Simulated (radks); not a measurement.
Values are calculated unless marked as measured or tabulated.
Species: Sb4+. Configuration: [Kr] 4d9.75 5s1.25 (fractional occupations, a model configuration). Level of theory: scalar-relativistic Kohn-Sham, LDA (Slater exchange, Perdew-Wang correlation), spin-unpolarised, spherical densities, finite nucleus; Fermi nuclear charge, rms radius 4.6802 fm (a radial shooting solver on a logarithmic mesh with Libxc functionals).

Local quantities along the radius. ELF = 1/(1 + alpha^2) is the electron localisation function; alpha = (tau - tau_W)/tau_unif compares the Pauli kinetic energy density with that of the uniform gas. tau is taken from the large components.

r (bohr)     ELF    alpha
0.0009808  0.999  0.02333
0.001124   0.999  0.02323
0.001298   0.999  0.02325
0.001487   0.999  0.02340
0.001703   0.999  0.02371
0.001967   0.999  0.02422
0.002254   0.999  0.02491
0.002582   0.999  0.02583
0.002982   0.999  0.02710
0.003417   0.999  0.02866
0.003914   0.999  0.03064
0.004521   0.999  0.03334
0.005179   0.999  0.03662
0.005934   0.998  0.04084
0.006853   0.998  0.04671
0.007851   0.997  0.05410
0.008995   0.996  0.06403
0.01039    0.994  0.07858
0.0119     0.990  0.09803
0.01363    0.984   0.1259
0.01575    0.972   0.1699
0.01804    0.949   0.2329
0.02067    0.902   0.3288
0.02387    0.810   0.4848
0.02735    0.670   0.7017
0.03133    0.507   0.9858
0.03618    0.373    1.296
0.04146    0.319    1.462
0.0475     0.338    1.399
0.05485    0.434    1.142
0.06284    0.566   0.8760
0.072      0.681   0.6840
0.08315    0.747   0.5823
0.09526    0.748   0.5809
0.1091     0.680   0.6865
0.126      0.527   0.9478
0.1444     0.375    1.292
0.1654     0.317    1.466
0.1911     0.394    1.241
0.2189     0.556   0.8929
0.2508     0.699   0.6569
0.2896     0.764   0.5561
0.3318     0.741   0.5915
0.3802     0.596   0.8234
0.4391     0.316    1.470
0.503      0.189    2.072
0.5763     0.285    1.583
0.6656     0.575   0.8599
0.7625     0.739   0.5936
0.8736     0.768   0.5492
1.009      0.717   0.6282
1.156      0.605   0.8085
1.324      0.450    1.107
1.529      0.300    1.527
1.752      0.219    1.891
2.007      0.192    2.050
2.318      0.203    1.981
2.656      0.228    1.842
3.043      0.240    1.778
3.514      0.217    1.897
4.026      0.158    2.310
4.613      0.084    3.292
5.327      0.029    5.827

On this mesh the ELF has minima near r = 0.041, 0.17, 0.50 bohr, which separate the shells, and maxima near 0.095 (0.75), 0.29 (0.76), 0.87 (0.77), 3.0 (0.24).
